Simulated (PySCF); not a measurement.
## Phosphorus: a sound run and one with changed settings

Sound run: P²⁺ [Ne] 3s2 3p1, P³⁺ [Ne] 3s2. All numbers are calculated (PySCF 2.14, scalar relativity by spin-free X2C-1e, in cc-pVDZ-DK (4s3p1d, 18 functions)). In the sound run the correlated levels freeze [Ne]. The sound run starts from symmetry-adapted Hartree-Fock orbitals and uses a fine grid where one is needed.

Changed run: basis STO-3G, all-electron and non-relativistic. This setting is unsound on purpose.

```csv
species,method,sound run (hartree),changed run (hartree),converged
P²⁺,UHF,-340.45437,-335.95185,yes
P²⁺,M06-2X,-340.96543,-336.41719,yes
P²⁺,PBE,-340.81047,-336.21098,yes
P²⁺,MP2,-340.49260,-335.96803,yes
P²⁺,CCSD(T),-340.51279,-335.98011,yes
P³⁺,UHF,-339.36868,-334.85136,yes
P³⁺,M06-2X,-339.86487,-335.29083,yes
P³⁺,PBE,-339.69881,-335.07799,yes
P³⁺,MP2,-339.40051,-334.87637,yes
P³⁺,CCSD(T),-339.41646,-334.89365,yes
```

Ionisation energy of P²⁺:

```tsv
method	sound run (eV)	changed run (eV)
UHF	29.543	29.946
M06-2X	29.948	30.650
PBE	30.250	30.830
MP2	29.717	29.706
SCS-MP2	29.698	29.658
CCSD	29.817	29.564
CCSD(T)	29.833	29.564
```

A minimal basis cannot let orbitals breathe on ionisation and holds almost no correlation. The Hamiltonian changed with the basis, so the totals do not compare.

For comparison, NIST gives 30.203 eV between the lowest levels.
